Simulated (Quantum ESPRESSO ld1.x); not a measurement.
Q: These are the eigenvalues of the occupied orbitals of an atom or ion with whole-number occupations (eV). Calculated with ld1.x of Quantum ESPRESSO 7.5: scalar-relativistic Kohn-Sham, LDA (Slater exchange, Perdew-Wang correlation), spin-polarised, spherical densities, point nucleus.

orbital  eigenvalue
1s up      -63225.3
1s down    -63225.2
2s up      -10791.2
2s down    -10791.2
2p up      -9501.01
2p down    -9500.92
3s up      -2470.29
3s down    -2470.23
3p up      -2083.17
3p down    -2083.11
3d up      -1617.69
3d down    -1617.62
4s up      -517.620
4s down    -517.509
4p up      -390.591
4p down    -390.464
4d up      -224.908
4d down    -224.738
5s up      -94.2671
5s down    -93.3424
5p up      -63.9772
5p down    -62.9486
4f up      -42.9363
4f down    -42.5757
6s up      -27.7258

Which element is it, and in what charge state? The configuration may be excited. Open shells, if any, are filled with parallel spins first.

A: Z = 71, lutetium, charge +3: Lu3+ in [Kr] 4d10 4f14 5s2 5p5 6s1. The list shows which subshells hold electrons but not how many an open one holds; the 1s level, -2323.5 hartree, gives Z - s = 68.2 by -(Z - s)^2/2, which with screening and relativity narrows Z to a few neighbours, and the depths of the outer levels then fix element, charge and occupations together.
